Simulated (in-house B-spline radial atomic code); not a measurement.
# Response and correlation of the selenium ion Se⁶⁺

Closed shell [Ar] 3d10. Computed with a B-spline radial code for spherical atoms: Dirac-Hartree-Fock, relativistic RPA (time-dependent Dirac-Hartree-Fock) for the response and second-order many-body perturbation theory for correlation, no-pair Dirac-Coulomb Hamiltonian, finite nucleus.

Command:
```bash
python run_mb.py task.json out
```
Settings (nuclear radius in fm, box in bohr, cutoff in hartree):
```
basis_form          2
Z                   34
core_configuration  [Ar] 3d10
rms_radius          4.14
mass_number         80
speed_of_light      137.036
box_radius          9.487
lmax                7
intervals           62
virtual_cutoff      28900.0
```

Time taken, with all properties: 4.1 s on 1 thread of Arm Neoverse V2, on a shared host.

```csv
"multipole (bohr³, bohr⁵, bohr⁷)",uncoupled,coupled RPA
dipole,0.35325,?
quadrupole,0.27685,0.32729
octupole,0.37028,0.43529
```

**Question.** What is the coupled dipole polarisability?

**Answer.** 0.3604 atomic units, +2 % against the uncoupled value.

**Question.** Which subshells carry the dipole polarisability?

**Answer.** 3d5/2 55.4 %, 3d3/2 36.4 %, 3p3/2 4.8 %.

**Question.** What does the dipole shielding factor come to?

**Answer.** The dipole shielding factor is 0.824, against the exact N/Z = 28/34 = 0.824 of the non-relativistic theorem.

Dipole polarisability at imaginary frequency:

```tsv
u (Eh)	α(iu) (bohr³)
0	0.3604
0.926	0.3448
2.78	0.2684
5.56	0.1723
9.26	0.1026
18.5	0.04007
37	0.01303
92.6	0.002595
```

**Question.** What dispersion coefficients follow for two such ions (the dispersion part alone)?

**Answer.** C6 = (3/π)∫α(iu)²du = 0.5231 hartree·bohr⁶ and C8 = 2.205 hartree·bohr⁸.

Lowest J = 1 odd-parity excitations:

```tsv
energy (eV)	oscillator strength	leading channel	weight
71.41	0.00459	3d5/2 → p3/2	0.436
73.444	0.484	3d3/2 → p1/2	0.691
73.816	0.109	3d3/2 → p3/2	0.66
111.81	0.0127	3d5/2 → p3/2	0.821
112.64	0.0366	3d3/2 → p1/2	0.594
113.01	2.55e-05	3d3/2 → p3/2	0.632
113.98	0.0101	3d5/2 → f5/2	0.731
114.67	0.201	3d5/2 → f7/2	0.587
```

Second-order correlation energy by the highest angular momentum of the excited pair (hartree): s -0.02213, p -0.1971, d -0.5824, f -0.4488, g -0.1561, h -0.06796, i -0.0312, k -0.01591.

**Question.** What is the second-order correlation energy at the partial-wave limit?

**Answer.** The listed waves sum to -1.5216 hartree; extrapolating the increments as (l + 1/2)⁻⁴ gives -1.5541 hartree, -1.51 eV per electron.
